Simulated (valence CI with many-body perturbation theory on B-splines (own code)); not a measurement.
## Os5+: electric-dipole lines

Computed by configuration interaction combined with many-body perturbation theory (CI+MBPT): three valence electrons over a frozen Dirac-Fock core [Xe] 4f14, radial functions for each j: 7 s, 7 p, 8 d, 6 f, 4 g, 1 h, with the one-electron correlation potential Σ1, the two-electron term Σ2, the three-electron term Σ3, Breit, model QED; selected CI, second order for the rest, scaled by the run's own slope (own B-spline code, finite nucleus).

Set against measurement, 69 paired levels are off by 1368 cm⁻¹ on average, the worst by 3021. These come from a selection out of Brasseur, Palmeri and Quinet, Atoms 13, 11 (2025). Levels without a partner in it may be off by more, other configurations by 1,000 to 8,000 cm⁻¹. The list stops below the first excitations out of the core.

Lines 51 to 100 of 568 in falling wavelength, among levels below 34.441 eV, chosen from the strongest by gf and those to the six lowest levels. Wavelengths and rates use the calculated energies, so an error of 1000 cm⁻¹ moves a line at 1352 Å by 1.4 % and its rate by three times that or more. Electric multipoles are in the length gauge, E1 and E2 with the static RPA response of the core. Weak lines are less certain than strong ones. Lines between different terms over intervals too small for the method are left out, as are lines whose strength nearly cancels. Where a level lies close to another of its J and parity, the split of strength between their lines is uncertain. The highest levels of a list are the least certain.

Names give the largest LS component (configuration and term), which can be under half, so a name can repeat, a term be missing and a line seem to break the LS rules; names also repeat where a configuration has a term twice. Letters in brackets count levels of one name in rising energy.

```
λ vac (Å)  λ from measured levels               Upper          Lower   A (s⁻¹)  S (a.u.) with core polarisation  S without
     1352                    1342  5d2 6p 2F°_7/2 [a]  5d2 6s 2D_5/2  2.71e+07                         2.64e-01   3.34e-01
     1351                    1352      5d2 6p 4G°_7/2  5d2 6s 4F_7/2  4.21e+08                         4.10e+00   5.17e+00
     1350                    1345  5d2 6p 2F°_5/2 [b]  5d2 6s 2G_7/2  1.06e+07                         7.71e-02   9.75e-02
     1342                    1336  5d2 6p 4D°_1/2 [b]  5d2 6s 2D_3/2  4.82e+07                         1.15e-01   1.43e-01
     1340                    1332  5d2 6p 2D°_3/2 [a]  5d2 6s 4P_5/2  2.72e+07                         1.29e-01   1.60e-01
     1338                    1336      5d2 6p 4F°_3/2  5d2 6s 4F_5/2  6.55e+08                         3.10e+00   3.90e+00
     1332                    1327  5d2 6p 2F°_7/2 [a]  5d2 6s 2G_9/2  1.56e+08                         1.45e+00   1.83e+00
     1331                    1322  5d2 6p 2F°_5/2 [b]  5d2 6s 2D_5/2  2.90e+08                         2.03e+00   2.55e+00
     1327                    1321      5d2 6p 4F°_9/2  5d2 6s 2G_9/2  3.30e+08                         3.81e+00   4.79e+00
     1326                    1325      5d2 6p 4F°_5/2  5d2 6s 4F_7/2  6.11e+08                         4.22e+00   5.32e+00
     1325                    1317  5d2 6p 2D°_5/2 [b]  5d2 6s 2P_3/2  5.46e+07                         3.76e-01   4.66e-01
     1320                    1321  5d2 6p 4G°_9/2 [a]  5d2 6s 4F_9/2  5.62e+08                         6.38e+00   8.04e+00
     1311                    1305  5d2 6p 4D°_3/2 [a]  5d2 6s 4P_1/2  7.32e+07                         3.26e-01   4.13e-01
     1310                    1307  5d2 6p 4D°_3/2 [b]  5d2 6s 4P_5/2  1.92e+08                         8.51e-01   1.07e+00
     1309                    1300      5d2 6p 4D°_5/2  5d2 6s 4P_5/2  2.66e+08                         1.77e+00   2.21e+00
     1300                    1295  5d2 6p 4D°_3/2 [b]  5d2 6s 4P_3/2  4.25e+08                         1.84e+00   2.33e+00
     1299                    1288      5d2 6p 4D°_5/2  5d2 6s 4P_3/2  1.21e+08                         7.89e-01   9.91e-01
     1299                    1301  5d2 6p 4D°_3/2 [a]  5d2 6s 2F_5/2  3.07e+07                         1.33e-01   1.68e-01
     1293                    1292  5d2 6p 4D°_7/2 [a]  5d2 6s 4F_9/2  6.79e+08                         5.80e+00   7.31e+00
     1292                    1292  5d2 6p 2D°_5/2 [a]  5d2 6s 2F_5/2  1.34e+08                         8.56e-01   1.07e+00
     1290                    1279  5d2 6p 4D°_3/2 [c]  5d2 6s 2P_1/2  1.89e+07                         8.03e-02   1.00e-01
     1286                    1284      5d2 6p 4F°_3/2  5d2 6s 4F_3/2  3.06e+08                         1.28e+00   1.61e+00
     1274                    1271  5d2 6p 4G°_9/2 [b]  5d2 6s 2F_7/2  7.19e+07                         7.34e-01   9.05e-01
     1268                          5d2 6p 2P°_1/2 [c]  5d2 6s 2S_1/2  7.66e+08                         1.54e+00   1.93e+00
     1263                    1258  5d2 6p 2G°_7/2 [b]  5d2 6s 2F_7/2  1.88e+08                         1.50e+00   1.87e+00
     1262                    1252  5d2 6p 2D°_3/2 [a]  5d2 6s 4P_1/2  1.88e+07                         7.46e-02   9.39e-02
     1251                    1248  5d2 6p 2D°_3/2 [a]  5d2 6s 2F_5/2  1.17e+08                         4.53e-01   5.61e-01
     1249                    1251      5d2 6p 4P°_3/2  5d2 6s 2D_5/2  1.47e+08                         5.65e-01   7.09e-01
     1236                    1228  5d2 6p 2F°_5/2 [a]  5d2 6s 2D_3/2  1.49e+07                         8.35e-02   1.06e-01
     1235                    1229  5d2 6p 4D°_3/2 [b]  5d2 6s 4P_1/2  7.39e+07                         2.75e-01   3.46e-01
     1234                    1233  5d2 6p 2F°_5/2 [a]  5d2 6s 2F_7/2  1.03e+08                         5.75e-01   7.13e-01
     1232                    1226  5d2 6p 2P°_1/2 [a]  5d2 6s 2P_3/2  3.62e+08                         6.68e-01   8.40e-01
     1228                    1229  5d2 6p 2D°_5/2 [b]  5d2 6s 2G_7/2  5.01e+07                         2.75e-01   3.41e-01
     1227                    1227      5d2 6p 4G°_7/2  5d2 6s 4F_5/2  3.75e+08                         2.74e+00   3.44e+00
     1224                    1226  5d2 6p 4D°_3/2 [b]  5d2 6s 2F_5/2  1.86e+08                         6.76e-01   8.51e-01
     1222                    1220  5d2 6p 2G°_7/2 [a]  5d2 6s 4F_9/2  9.24e+07                         6.65e-01   8.36e-01
     1221                          5d2 6p 2G°_9/2 [a]  5d2 6s 2G_7/2  8.87e+07                         7.97e-01   9.72e-01
     1220                    1215  5d2 6p 2D°_5/2 [c]  5d2 6s 2P_3/2  9.45e+07                         5.08e-01   6.16e-01
     1219                    1214      5d2 6p 4S°_3/2  5d2 6s 2D_3/2  2.75e+07                         9.84e-02   1.22e-01
     1214                    1211  5d2 6p 2F°_7/2 [a]  5d2 6s 2F_7/2  7.18e+07                         5.07e-01   6.23e-01
     1213                    1214  5d2 6p 4G°_9/2 [a]  5d2 6s 4F_7/2  1.73e+08                         1.53e+00   1.92e+00
     1212                    1206      5d2 6p 4P°_1/2  5d2 6s 2P_1/2  9.01e+07                         1.58e-01   1.99e-01
     1210                    1205  5d2 6p 2G°_7/2 [a]  5d2 6s 2F_5/2  2.14e+08                         1.49e+00   1.82e+00
     1209                    1205      5d2 6p 4F°_9/2  5d2 6s 2F_7/2  1.63e+07                         1.42e-01   1.83e-01
     1206                    1204      5d2 6p 4F°_5/2  5d2 6s 4F_5/2  1.08e+08                         5.64e-01   7.10e-01
     1200                    1205  5d2 6p 2D°_5/2 [a]  5d2 6s 4F_7/2  1.00e+08                         5.13e-01   6.45e-01
     1199                    1192  5d2 6p 2G°_7/2 [b]  5d2 6s 4P_5/2  3.70e+07                         2.52e-01   3.11e-01
     1199                    1190  5d2 6p 2F°_5/2 [b]  5d2 6s 2D_3/2  3.45e+08                         1.76e+00   2.19e+00
     1198                    1194  5d2 6p 4D°_1/2 [b]  5d2 6s 4P_1/2  1.86e+08                         3.15e-01   3.93e-01
     1196                    1190  5d2 6p 4D°_3/2 [c]  5d2 6s 2D_3/2  7.59e+07                         2.56e-01   3.20e-01
```
